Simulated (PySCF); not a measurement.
Positional isomers: norbornane formyl+boryl. All species are isolated molecules in the gas phase. One relaxed conformer stands for each flexible species; it need not be the lowest. Strings in code marks are SMILES.

Computed with PBE-D3(BJ)/def2-TZVP // PBE0-D4/def2-SVP run with PySCF. All candidates: neutral, multiplicity 1. Excitations are Tamm–Dancoff values on a coarser integration grid. The basis has no diffuse functions, so Rydberg states are missing or too high.

```yaml
T1 excitation (TDA): 3.16 eV
LUMO: -2.58 eV
HOMO: -5.83 eV
```

**Question.** Say which member has these values.
A) `B[C@]1(C=O)[C@H]2CC[C@@H]1CC2`
B) `B[C@@H]1C[C@H]2C[C@@H]1[C@H](C=O)C2`
C) `B[C@@H]1[C@@H]2CC[C@@H](C2)[C@@H]1C=O`
D) `B[C@@H]1C[C@H]2CC[C@@H]1[C@H]2C=O`

**Answer.** B, `B[C@@H]1C[C@H]2C[C@@H]1[C@H](C=O)C2`. The others give `B[C@]1(C=O)[C@H]2CC[C@@H]1CC2`: 2.80 eV, -2.81 eV, -5.72 eV; `B[C@@H]1C[C@H]2CC[C@@H]1[C@H]2C=O`: 3.59 eV, -2.35 eV, -6.27 eV; `B[C@@H]1[C@@H]2CC[C@@H](C2)[C@@H]1C=O`: 3.31 eV, -2.38 eV, -5.77 eV
